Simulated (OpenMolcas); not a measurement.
# 3d5 along the 23-electron sequence

```yaml
Program: OpenMolcas
Method: MS-RASPT2, IPEA 0.25 Eh, imaginary shift 0.1 Eh
Basis: ANO-RCC-VTZP
Scalar_Hamiltonian: DKH2, point nucleus
Spin-orbit_coupling: RASSI with atomic mean-field integrals over the reference wave functions, term energies averaged over their components
```

Active space for each ion: 11 electrons in 8 orbitals (RAS1 3p, at most 2 holes; RAS2 3d); closed shells correlated by CASPT2: 3s.

Computed levels in cm-1 above 6S 5/2:

```tsv
Level	Mn2+	Fe3+	Co4+	Ni5+	Cu6+
4G 5/2	27900	33280	38900	43150	47610
4G 7/2	27910	33310	38960	43240	47750
4G 11/2	27920	33320	38970	43260	47780
4G 9/2	27920	33330	38990	43290	47830
4P 5/2	30680	36850	43050	47580	52340
4P 3/2	30720	36930	43180	47770	52640
4P 1/2	30760	37010	43340	48000	52990
4D 7/2	33820	40260	46980	52040	57410
4D 1/2	33860	40340	47130	52260	57770
weight of 6S in the lowest level (%)	100	100	100	100	100
```

Measured, with the error of the calculation in %. Measured levels: Mn2+ from Corliss and Sugar, J. Phys. Chem. Ref. Data 6, 1253 (1977); Fe3+ from Corliss and Sugar, J. Phys. Chem. Ref. Data 11, 135 (1982); Co4+ from Sugar and Corliss, J. Phys. Chem. Ref. Data 10, 1097 (1981); Ni5+ from Corliss and Sugar, J. Phys. Chem. Ref. Data 10, 197 (1981); Cu6+ from the list in Gamrath, thesis, University of Mons (2023).

```tsv
Level	Mn2+	Fe3+	Co4+	Ni5+	Cu6+
4G 7/2	26860 (+3.9)				
4G 11/2	26824 (+4.1)	32246 (+3.3)	37218 (+4.7)	41921 (+3.2)	
4P 5/2	29168 (+5.2)	35254 (+4.5)	40753 (+5.6)	45884 (+3.7)	50732 (+3.2)
4P 3/2		35333 (+4.5)	40891 (+5.6)	46104 (+3.6)	51067 (+3.1)
4P 1/2		35407 (+4.5)	41024 (+5.6)	46325 (+3.6)	51407 (+3.1)
4D 7/2	32307 (+4.7)	38779 (+3.8)	44709 (+5.1)	50331 (+3.4)	55742 (+3.0)
4D 1/2	32369 (+4.6)	38897 (+3.7)	44908 (+4.9)		56210 (+2.8)
```

4G 5/2 changes by a factor of 1.71 over the same range, with steps per unit of Z of +5380, +5620, +4250, +4460 cm-1.

CASPT2 breaks the degeneracy within a term, and the mean is taken; among the terms shown or strongly mixed into the levels shown the widest spread is 340 cm-1 (3d5 4G, Co4+). Active for correlation alone: 3p; no level in the range computed is led by a configuration that opens it, so any true level of that kind is missing. Measured partners are found by configuration, term and J. A level has none where our copy of the source lacks it or the pairing is in doubt (some pairs that miss far off the trend of their configuration count as doubtful), and it then counts in no deviation. Only configurations of the active space appear.
